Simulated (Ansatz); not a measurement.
A nudged elastic band was laid between two geometries of CH7BFN (11 atoms, charge 0, multiplicity 1).

Theory: RKS B3LYP/def2-mTZVP in Ansatz 0.2.0.

| Property | Result |
| --- | --- |
| movable images | 3 |
| climbing image | yes |
| spring | 5.0 eV/Å² |
| optimiser | quadratic models (default) |
| start path | through a guess of the saddle point |
| force threshold | 0.03 eV/Å |
| iteration limit | 60 |
| end points | relaxed |

Image 0:

```xyz
11
Properties=species:S:1:pos:R:3
B 0.094 -0.255 0.068
F 0.406 0.741 1.012
H 1.022 -0.560 -0.649
H -0.956 -0.071 -0.507
N -0.185 -1.605 0.993
H -0.493 -2.354 0.375
C 0.978 -2.050 1.803
H 1.789 -2.304 1.125
H 1.292 -1.219 2.428
H 0.727 -2.911 2.424
H -0.971 -1.396 1.609
```

Image 4:

```xyz
11
Properties=species:S:1:pos:R:3
B 0.276 -0.688 -0.407
F -1.091 0.107 2.608
H 1.319 -0.123 -0.490
H -0.621 -0.495 -1.164
N 0.080 -1.595 0.641
H -0.767 -2.153 0.650
C 1.103 -2.091 1.570
H 1.446 -3.086 1.282
H 1.953 -1.412 1.554
H 0.716 -2.137 2.588
H -0.710 -0.308 1.849
```

Q: What changes between the two ends?

A: Bonds broken: B1–F2, N5–H11. Bonds formed: F2–H11. CH7BFN becomes CH6BN + FH.

Q: What energy profile does the band end with?

A: It converged. The highest image is number 3 of 0 to 4, 37.8 kcal/mol above the first end and 17.3 kcal/mol above the last; the last end lies 20.5 kcal/mol above the first. Neighbouring images differ by up to 1.5 eV, so the band resolves the path poorly. Another band between the same ends (7 images) ends at a top of the same energy, where a vibrational analysis finds 1 clearly imaginary mode. So few images can step over the top or miss a turn of the path. The orbitals stay closed-shell, which can raise the energy where a bond breaks towards radicals; this wasn't checked here.

| image | path coordinate (Å) | energy (kcal/mol) | B1–F2 (Å) | N5–H11 (Å) | F2–H11 (Å) |
| --- | --- | --- | --- | --- | --- |
| 0 | 0.00 | 0.0 | 1.41 | 1.02 | 2.61 |
| 1 | 0.89 | 1.0 | 1.41 | 1.02 | 2.37 |
| 2 | 1.78 | 2.9 | 1.42 | 1.02 | 2.09 |
| 3 | 2.66 | 37.8 | 1.86 | 1.38 | 1.11 |
| 4 | 4.56 | 20.5 | 3.40 | 1.93 | 0.95 |

Q: What is the geometry of the highest image?

A: 
```xyz
11
Properties=species:S:1:pos:R:3:forces:R:3
B 0.052 -0.502 -0.025 -0.01 0.00 0.00
F -0.673 0.592 1.296 0.00 0.01 0.00
H 1.131 -0.037 -0.192 0.00 0.00 0.00
H -0.782 -0.472 -0.869 0.01 0.00 0.00
N -0.069 -1.591 1.011 -0.01 0.01 -0.01
H -0.795 -2.276 0.831 -0.01 0.01 0.01
C 1.119 -2.198 1.630 0.01 -0.01 0.02
H 1.621 -2.891 0.951 0.00 0.00 0.00
H 1.823 -1.411 1.894 0.00 0.00 0.00
H 0.845 -2.735 2.539 0.00 0.00 -0.01
H -0.568 -0.462 1.616 0.01 -0.02 -0.01
```

The band took 21 iterations and about 6 core-minutes.

The run took 3.4 min on 2 threads of Intel(R) Xeon(R) Platinum 8259CL CPU @ 2.50GHz (Skylake/Cascade Lake) (shared host), peak memory 0.2 GiB.
